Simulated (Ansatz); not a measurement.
Geometry optimisation, RKS PBE-D4/def2-SVP in Ansatz 0.2.0.

Input:

```yaml
crystal:
  periodic: [false, false, false]
  atoms:
    - { symbol: C, position_ang: [-1.4539, -0.5618, 1.0277] }
    - { symbol: C, position_ang: [-0.1984, -0.3679, 0.3048] }
    - { symbol: O, position_ang: [0.7487, -1.347, 0.4365] }
    - { symbol: C, position_ang: [0.1144, 0.7091, -0.4632] }
    - { symbol: Ga, position_ang: [-0.92623, 2.34876, -0.84291] }
    - { symbol: H, position_ang: [-1.5116, -1.4446, 1.5996] }
    - { symbol: H, position_ang: [-2.3059, -0.5442, 0.2829] }
    - { symbol: H, position_ang: [-1.6184, 0.3522, 1.7048] }
    - { symbol: H, position_ang: [1.683, -1.2617, 0.0262] }
    - { symbol: H, position_ang: [1.1488, 0.70071, -0.9035] }
    - { symbol: H, position_ang: [-1.51886, 1.62305, -1.805] }
    - { symbol: H, position_ang: [-0.60405, 2.79904, 0.3032] }
basis:
  gaussian: { orbitals: def2-SVP }
hamiltonian:
  xc: pbe
  dispersion: d4
relax:
  f_tol: 0.015
  max_steps: 40
```

Command:

```bash
$ ansatz run input.yaml --threads 2 --pin off --max-ram 3072MiB --backend cpu --events-out ev --progress --plain --runs-dir out
```

Task: Where does it end, and by what steps?

Result: It converged. After 24 steps the energy has fallen by 3.762 eV; H11 moved furthest, 2.00 Å.

```json
{"step": "0", "energy less start (eV)": "0.0000", "largest force component (eV/Å)": "6.396", "accepted": "yes"}
{"step": "1", "energy less start (eV)": "-2.0228", "largest force component (eV/Å)": "2.499", "accepted": "yes"}
{"step": "2", "energy less start (eV)": "-3.0089", "largest force component (eV/Å)": "0.745", "accepted": "yes"}
{"step": "3", "energy less start (eV)": "-3.2377", "largest force component (eV/Å)": "1.318", "accepted": "yes"}
{"step": "4", "energy less start (eV)": "-3.3676", "largest force component (eV/Å)": "0.352", "accepted": "yes"}
{"step": "5", "energy less start (eV)": "-3.3796", "largest force component (eV/Å)": "0.129", "accepted": "yes"}
{"step": "6", "energy less start (eV)": "-3.4062", "largest force component (eV/Å)": "0.182", "accepted": "yes"}
{"step": "7", "energy less start (eV)": "-3.4409", "largest force component (eV/Å)": "0.292", "accepted": "yes"}
{"step": "8", "energy less start (eV)": "-3.4881", "largest force component (eV/Å)": "0.312", "accepted": "yes"}
{"step": "9", "energy less start (eV)": "-3.5484", "largest force component (eV/Å)": "0.354", "accepted": "yes"}
{"step": "10", "energy less start (eV)": "-3.6052", "largest force component (eV/Å)": "0.267", "accepted": "yes"}
{"step": "11", "energy less start (eV)": "-3.6572", "largest force component (eV/Å)": "0.212", "accepted": "yes"}
{"step": "12", "energy less start (eV)": "-3.6993", "largest force component (eV/Å)": "0.141", "accepted": "yes"}
{"step": "13", "energy less start (eV)": "-3.7270", "largest force component (eV/Å)": "0.204", "accepted": "yes"}
{"step": "14", "energy less start (eV)": "-3.7318", "largest force component (eV/Å)": "0.321", "accepted": "yes"}
{"step": "15", "energy less start (eV)": "-3.7408", "largest force component (eV/Å)": "0.549", "accepted": "yes"}
{"step": "16", "energy less start (eV)": "-3.7385", "largest force component (eV/Å)": "0.898", "accepted": "no"}
{"step": "17", "energy less start (eV)": "-3.7615", "largest force component (eV/Å)": "0.072", "accepted": "yes"}
{"step": "18", "energy less start (eV)": "-3.7614", "largest force component (eV/Å)": "0.066", "accepted": "no"}
{"step": "19", "energy less start (eV)": "-3.7616", "largest force component (eV/Å)": "0.049", "accepted": "yes"}
{"step": "20", "energy less start (eV)": "-3.7618", "largest force component (eV/Å)": "0.026", "accepted": "yes"}
{"step": "21", "energy less start (eV)": "-3.7620", "largest force component (eV/Å)": "0.039", "accepted": "yes"}
{"step": "22", "energy less start (eV)": "-3.7619", "largest force component (eV/Å)": "0.032", "accepted": "no"}
{"step": "23", "energy less start (eV)": "-3.7621", "largest force component (eV/Å)": "0.030", "accepted": "yes"}
{"step": "24", "energy less start (eV)": "-3.7621", "largest force component (eV/Å)": "0.005", "accepted": "yes"}
```

```xyz
12
Properties=species:S:1:pos:R:3
C -1.288 -0.522 1.257
C -0.157 -0.480 0.272
O 0.580 -1.620 0.353
C 0.129 0.535 -0.602
Ga -0.842 2.191 -0.808
H -0.889 -0.649 2.284
H -1.931 -1.404 1.055
H -1.901 0.395 1.213
H 1.304 -1.553 -0.302
H 1.013 0.369 -1.250
H -0.347 3.239 -1.885
H -2.114 2.504 0.083
```

Whether the end is a true minimum wasn't checked by a vibrational analysis.

The run took 69 s on 2 threads of Arm Neoverse V1, on a shared host, peak memory 0.17 GiB.
